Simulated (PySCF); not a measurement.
SMILES O=C[SiH2][SiH2]O (CH6O2Si2), singlet, GFN2-xTB optimised geometry.

```
11

O      2.11    -0.07     0.14
C      1.46    -1.08     0.00
Si    -0.47    -1.08     0.00
Si    -1.08     1.15     0.00
O      0.20     2.04     0.44
H      2.01    -2.04    -0.13
H     -0.77    -1.92     1.17
H     -0.79    -1.91    -1.17
H     -2.11     1.48     0.98
H     -1.52     1.58    -1.33
H      1.09     1.69     0.37
```

Density from PySCF with B3LYP/def2-TZVP at that geometry.

Minimum of the electron density along straight lines between bonded atoms, close to the bond critical point (lines longer than 1.1 times the sum of covalent radii, or with two minima, are not listed):

```json
[
 {"bond": "O1–C2", "length / Å": "1.211", "ρ at the minimum / e bohr⁻³": "0.416", "∇²ρ there / e bohr⁻⁵": "-0.05", "position (fraction from the first atom)": "0.67"},
 {"bond": "C2–Si3", "length / Å": "1.929", "ρ at the minimum / e bohr⁻³": "0.112", "∇²ρ there / e bohr⁻⁵": "0.15", "position (fraction from the first atom)": "0.62"},
 {"bond": "Si3–Si4", "length / Å": "2.314", "ρ at the minimum / e bohr⁻³": "0.099", "∇²ρ there / e bohr⁻⁵": "-0.17", "position (fraction from the first atom)": "0.63"},
 {"bond": "Si4–O5", "length / Å": "1.619", "ρ at the minimum / e bohr⁻³": "0.146", "∇²ρ there / e bohr⁻⁵": "0.93", "position (fraction from the first atom)": "0.41"},
 {"bond": "C2–H6", "length / Å": "1.110", "ρ at the minimum / e bohr⁻³": "0.278", "∇²ρ there / e bohr⁻⁵": "-0.97", "position (fraction from the first atom)": "0.65"},
 {"bond": "Si3–H7", "length / Å": "1.469", "ρ at the minimum / e bohr⁻³": "0.122", "∇²ρ there / e bohr⁻⁵": "0.18", "position (fraction from the first atom)": "0.49"},
 {"bond": "Si3–H8", "length / Å": "1.468", "ρ at the minimum / e bohr⁻³": "0.123", "∇²ρ there / e bohr⁻⁵": "0.18", "position (fraction from the first atom)": "0.49"},
 {"bond": "Si4–H9", "length / Å": "1.463", "ρ at the minimum / e bohr⁻³": "0.127", "∇²ρ there / e bohr⁻⁵": "0.17", "position (fraction from the first atom)": "0.49"},
 {"bond": "Si4–H10", "length / Å": "1.469", "ρ at the minimum / e bohr⁻³": "0.125", "∇²ρ there / e bohr⁻⁵": "0.17", "position (fraction from the first atom)": "0.49"},
 {"bond": "O5–H11", "length / Å": "0.961", "ρ at the minimum / e bohr⁻³": "0.351", "∇²ρ there / e bohr⁻⁵": "-2.44", "position (fraction from the first atom)": "0.81"}
]
```
